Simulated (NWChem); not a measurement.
System: C6H6; SMILES C1C=CC(C=1)=C

Here is an NWChem input.

```
start job
memory heap 200 mb stack 900 mb global 1100 mb
geometry units angstroms noautoz
  C      0.000000     0.000000    -2.101512
  C      0.000000     0.000000    -0.756568
  C      0.000000    -1.177214     0.123897
  C      0.000000    -0.734815     1.403804
  C      0.000000     0.734815     1.403804
  C      0.000000     1.177214     0.123897
  H      0.000000     0.934417    -2.669585
  H      0.000000    -0.934417    -2.669585
  H      0.000000    -2.210457    -0.222741
  H      0.000000    -1.354228     2.301979
  H      0.000000     1.354228     2.301979
  H      0.000000     2.210457    -0.222741
end
basis spherical
  * library 6-31g*
end
dft
  xc b3lyp
  iterations 150
  mulliken
end
task dft energy
```

NWChem printed, in part:

```
             Northwest Computational Chemistry Package (NWChem) 7.3.0
             --------------------------------------------------------

 C2V symmetry detected

                             Geometry "geometry" -> ""
                             -------------------------

 Output coordinates in angstroms (scale by  1.889725989 to convert to a.u.)

  No.       Tag          Charge          X              Y              Z
 ---- ---------------- ---------- -------------- -------------- --------------
    1 C                    6.0000     0.00000000     0.00000000    -2.10158910
    2 C                    6.0000     0.00000000     0.00000000    -0.75664510
    3 C                    6.0000     0.00000000    -1.17721400     0.12381990
    4 C                    6.0000     0.00000000    -0.73481500     1.40372690
    5 C                    6.0000     0.00000000     0.73481500     1.40372690
    6 C                    6.0000     0.00000000     1.17721400     0.12381990
    7 H                    1.0000     0.00000000     0.93441700    -2.66966210
    8 H                    1.0000     0.00000000    -0.93441700    -2.66966210
    9 H                    1.0000     0.00000000    -2.21045700    -0.22281810
   10 H                    1.0000     0.00000000    -1.35422800     2.30190190
   11 H                    1.0000     0.00000000     1.35422800     2.30190190
   12 H                    1.0000     0.00000000     2.21045700    -0.22281810

 Effective nuclear repulsion energy (a.u.)     200.6074778402

      Symmetry information
      --------------------

 Group name             C2v
 Group number             16
 Group order               4
 No. of unique centers     7

                                 NWChem DFT Module
                                 -----------------

 Summary of "ao basis" -> "ao basis" (spherical)
 ------------------------------------------------------------------------------
       Tag                 Description            Shells   Functions and Types
 ---------------- ------------------------------  ------  ---------------------
 C                           6-31g*                  6       14   3s2p1d
 H                           6-31g*                  2        2   2s

      Symmetry analysis of basis
      --------------------------

        a1         40
        a2         10
        b1         14
        b2         32

            General Information
            -------------------
          SCF calculation type: DFT
          Wavefunction type:  closed shell.
          No. of atoms     :    12
          No. of electrons :    42
           Alpha electrons :    21
            Beta electrons :    21
          Charge           :     0
          Spin multiplicity:     1
          Use of symmetry is: on ; symmetry adaption is: on
          Maximum number of iterations: 150
          AO basis - number of functions:    96
                     number of shells:    48
          Convergence on energy requested:  1.00D-06
          Convergence on density requested:  1.00D-05
          Convergence on gradient requested:  5.00D-04

              XC Information
              --------------
                         B3LYP Method XC Potential
                     Hartree-Fock (Exact) Exchange  0.200
                        Slater Exchange Functional  0.800 local
                    Becke 1988 Exchange Functional  0.720 non-local
              Lee-Yang-Parr Correlation Functional  0.810
                  VWN I RPA Correlation Functional  0.190 local

             Grid Information
             ----------------
          Grid used for XC integration:  medium
          Radial quadrature: Mura-Knowles
          Angular quadrature: Lebedev.
          Tag              B.-S. Rad. Rad. Pts. Rad. Cut. Ang. Pts.
          ---              ---------- --------- --------- ---------
          C                   0.70       49          11.0       434
          H                   0.35       45          12.0       434
          Grid pruning is: on
          Number of quadrature shells:   331
          Spatial weights used:  Erf1

      Superposition of Atomic Density Guess
      -------------------------------------

 Sum of atomic energies:        -228.95092013

      Non-variational initial energy
      ------------------------------

 Total energy =    -232.994608
 1-e energy   =    -703.709142
 2-e energy   =     270.107056
 HOMO         =      -0.237961
 LUMO         =      -0.075572

      Symmetry analysis of molecular orbitals - initial
      -------------------------------------------------

  Numbering of irreducible representations:

     1 a1          2 a2          3 b1          4 b2

  Orbital symmetries:

     1 a1          2 a1          3 b2          4 a1          5 b2
     6 a1          7 a1          8 a1          9 b2         10 a1
    11 b2         12 a1         13 a1         14 b2         15 b1
    16 b2         17 a1         18 a1         19 b2         20 b1
    21 a2         22 b1         23 a2         24 b1         25 a1
    26 a1         27 b2         28 b2         29 a1         30 b2
    31 a1

     ---------------------------------------------
      Total Density - Mulliken Population Analysis
     ---------------------------------------------

    Atom       Charge   Shell Charges
 -----------   ------   -------------------------------------------------------
    1 C    6     6.36   2.00  0.74  1.87  0.63  1.10  0.03
    2 C    6     5.97   2.00  0.74  1.88  0.46  0.84  0.05
    3 C    6     6.25   2.00  0.74  1.95  0.53  0.99  0.04
    4 C    6     6.24   2.00  0.74  1.92  0.56  0.98  0.04
    5 C    6     6.24   2.00  0.74  1.92  0.56  0.98  0.04
    6 C    6     6.25   2.00  0.74  1.95  0.53  0.99  0.04
    7 H    1     0.78   0.46  0.32
    8 H    1     0.78   0.46  0.32
    9 H    1     0.78   0.46  0.32
   10 H    1     0.78   0.46  0.32
   11 H    1     0.78   0.46  0.32
   12 H    1     0.78   0.46  0.32

   convergence    iter        energy       DeltaE   RMS-Dens  Diis-err
 ---------------- ----- ----------------- --------- --------- ---------
 d= 0,ls=0.0,diis     1   -232.1267830739 -4.33D+02  9.61D-03  4.65D-01
 d= 0,ls=0.0,diis     2   -232.1747979420 -4.80D-02  5.23D-03  7.62D-02
 d= 0,ls=0.0,diis     3   -232.1626833861  1.21D-02  3.04D-03  1.56D-01
 d= 0,ls=0.0,diis     4   -232.1858052802 -2.31D-02  5.48D-04  3.09D-03
 d= 0,ls=0.0,diis     5   -232.1861226418 -3.17D-04  2.21D-04  8.17D-04
  Resetting Diis
 d= 0,ls=0.0,diis     6   -232.1862235116 -1.01D-04  7.09D-05  5.16D-05
 d= 0,ls=0.0,diis     7   -232.1862303441 -6.83D-06  2.41D-05  1.38D-06
 d= 0,ls=0.0,diis     8   -232.1862300879  2.56D-07  1.57D-05  3.28D-06
 d= 0,ls=0.0,diis     9   -232.1862305120 -4.24D-07  2.67D-06  1.24D-07

         Total DFT energy =     -232.186230511971
      One electron energy =     -708.665455937617
           Coulomb energy =      310.648810733695
    Exchange-Corr. energy =      -34.777063148294
 Nuclear repulsion energy =      200.607477840245

 Numeric. integr. density =       41.999970741921

                  Occupations of the irreducible representations
                  ----------------------------------------------

                     irrep           alpha         beta
                     --------     --------     --------
                     a1               11.0         11.0
                     a2                1.0          1.0
                     b1                2.0          2.0
                     b2                7.0          7.0

                       DFT Final Molecular Orbital Analysis
                       ------------------------------------

 Vector   19  Occ=2.000000D+00  E=-3.409247D-01  Symmetry=b2
              MO Center=  1.3D-17, -8.8D-15, -4.0D-01, r^2= 3.8D+00
   Bfn.  Coefficient  Atom+Function         Bfn.  Coefficient  Atom+Function
  ----- ------------  ---------------      ----- ------------  ---------------
    18      0.342475   2 C  py               33      0.215486   3 C  pz
    75     -0.215486   6 C  pz               32     -0.196818   3 C  py
    74     -0.196818   6 C  py                4     -0.194999   1 C  py
    86     -0.156999   7 H  s                88      0.156999   8 H  s
    47     -0.144378   4 C  pz               61      0.144378   5 C  pz

 Vector   20  Occ=2.000000D+00  E=-2.537803D-01  Symmetry=b1
              MO Center= -8.0D-17,  2.4D-16, -4.5D-01, r^2= 3.6D+00
   Bfn.  Coefficient  Atom+Function         Bfn.  Coefficient  Atom+Function
  ----- ------------  ---------------      ----- ------------  ---------------
     3      0.357558   1 C  px                7      0.281859   1 C  px
    17      0.283082   2 C  px               45     -0.249419   4 C  px
    59     -0.249419   5 C  px               49     -0.183285   4 C  px
    63     -0.183285   5 C  px               21      0.171983   2 C  px
    31     -0.058668   3 C  px               73     -0.058668   6 C  px

 Vector   21  Occ=2.000000D+00  E=-2.122754D-01  Symmetry=a2
              MO Center= -2.0D-17,  2.1D-15,  5.3D-01, r^2= 2.5D+00
   Bfn.  Coefficient  Atom+Function         Bfn.  Coefficient  Atom+Function
  ----- ------------  ---------------      ----- ------------  ---------------
    31      0.349301   3 C  px               73     -0.349301   6 C  px
    35      0.273057   3 C  px               77     -0.273057   6 C  px
    45      0.241993   4 C  px               59     -0.241993   5 C  px
    49      0.181770   4 C  px               63     -0.181770   5 C  px

 Vector   22  Occ=0.000000D+00  E=-6.232289D-02  Symmetry=b1
              MO Center= -2.1D-17,  1.7D-15, -4.7D-01, r^2= 3.8D+00
   Bfn.  Coefficient  Atom+Function         Bfn.  Coefficient  Atom+Function
  ----- ------------  ---------------      ----- ------------  ---------------
     7      0.424220   1 C  px                3      0.378863   1 C  px
    35     -0.234993   3 C  px               49      0.233959   4 C  px
    63      0.233959   5 C  px               77     -0.234993   6 C  px
    31     -0.223291   3 C  px               45      0.222409   4 C  px
    59      0.222409   5 C  px               73     -0.223291   6 C  px

 Vector   23  Occ=0.000000D+00  E= 8.654519D-02  Symmetry=a2
              MO Center= -9.8D-16,  2.7D-15,  9.7D-01, r^2= 2.8D+00
   Bfn.  Coefficient  Atom+Function         Bfn.  Coefficient  Atom+Function
  ----- ------------  ---------------      ----- ------------  ---------------
    49      0.634078   4 C  px               63     -0.634078   5 C  px
    35     -0.434851   3 C  px               77      0.434851   6 C  px
    45      0.383983   4 C  px               59     -0.383983   5 C  px
    31     -0.248623   3 C  px               73      0.248623   6 C  px
    24      0.026659   2 C  d -2

 Vector   24  Occ=0.000000D+00  E= 1.106529D-01  Symmetry=b1
              MO Center= -8.6D-17, -5.0D-15, -5.0D-01, r^2= 3.0D+00
   Bfn.  Coefficient  Atom+Function         Bfn.  Coefficient  Atom+Function
  ----- ------------  ---------------      ----- ------------  ---------------
    21      0.767558   2 C  px               35     -0.512937   3 C  px
    77     -0.512937   6 C  px                7     -0.491072   1 C  px
    17      0.487527   2 C  px               31     -0.278066   3 C  px
    73     -0.278066   6 C  px               49      0.206647   4 C  px
    63      0.206647   5 C  px                3     -0.199878   1 C  px

     ---------------------------------------------
      Total Density - Mulliken Population Analysis
     ---------------------------------------------

    Atom       Charge   Shell Charges
 -----------   ------   -------------------------------------------------------
    1 C    6     6.40   2.00  0.69  2.04  0.62  1.03  0.03
    2 C    6     5.81   2.00  0.70  2.06  0.43  0.58  0.04
    3 C    6     6.16   2.00  0.69  2.08  0.50  0.86  0.04
    4 C    6     6.14   2.00  0.69  2.06  0.51  0.84  0.04
    5 C    6     6.14   2.00  0.69  2.06  0.51  0.84  0.04
    6 C    6     6.16   2.00  0.69  2.08  0.50  0.86  0.04
    7 H    1     0.85   0.53  0.32
    8 H    1     0.85   0.53  0.32
    9 H    1     0.87   0.53  0.35
   10 H    1     0.87   0.53  0.34
   11 H    1     0.87   0.53  0.34
   12 H    1     0.87   0.53  0.35

     -------------------------------------------
      Total Density - Lowdin Population Analysis
     -------------------------------------------

    Atom       Charge   Shell Charges
 -----------   ------   -------------------------------------------------------
    1 C    6     6.21   1.99  0.56  1.83  0.44  1.32  0.06
    2 C    6     6.01   1.99  0.53  1.84  0.37  1.18  0.11
    3 C    6     6.16   1.99  0.54  1.88  0.40  1.27  0.08
    4 C    6     6.13   1.99  0.54  1.85  0.41  1.26  0.08
    5 C    6     6.13   1.99  0.54  1.85  0.41  1.26  0.08
    6 C    6     6.16   1.99  0.54  1.88  0.40  1.27  0.08
    7 H    1     0.86   0.49  0.37
    8 H    1     0.86   0.49  0.37
    9 H    1     0.87   0.49  0.38
   10 H    1     0.87   0.49  0.38
   11 H    1     0.87   0.49  0.38
   12 H    1     0.87   0.49  0.38

     Multipole analysis of the density
     ---------------------------------

     L   x y z        total         alpha         beta         nuclear
     -   - - -        -----         -----         ----         -------
     0   0 0 0     -0.000000    -21.000000    -21.000000     42.000000

     1   1 0 0     -0.000000     -0.000000     -0.000000      0.000000
     1   0 1 0     -0.000000     -0.000000     -0.000000     -0.000000
     1   0 0 1     -0.227600     -0.113800     -0.113800      0.000000

     2   2 0 0    -28.790728    -14.395364    -14.395364      0.000000
     2   1 1 0     -0.000000     -0.000000     -0.000000      0.000000
     2   1 0 1     -0.000000     -0.000000     -0.000000      0.000000
     2   0 2 0    -23.959893    -80.358343    -80.358343    136.756794
     2   0 1 1     -0.000000     -0.000000     -0.000000     -0.000000
     2   0 0 2    -22.524168   -151.811123   -151.811123    281.098078
```

Level: B3LYP/6-31G* (spherical d). Coordinates come from a PBE0/def2-SVP optimisation. B3LYP is NWChem's, with the RPA form of VWN correlation.
